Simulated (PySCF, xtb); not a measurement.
Si(H)(F) anion (FHSi), SMILES F[SiH] (connectivity only; charge and spin as stated), charge -1, multiplicity 2.

Harmonic wavenumbers (cm⁻¹) from GFN2-xTB run with xtb 6.7.1 at its own minimum, in rising order: 317, 678, 785.

**Question.** What does PBE-D3(BJ)/def2-TZVPD run with PySCF give at its own minimum? (Estimate from the structure and the level; the computed values follow.)

**Answer.** 611, 752, 1714. Paired by order, the mean absolute difference is 433 cm⁻¹ and the zero-point energies are 2.5 and 4.4 kcal/mol.
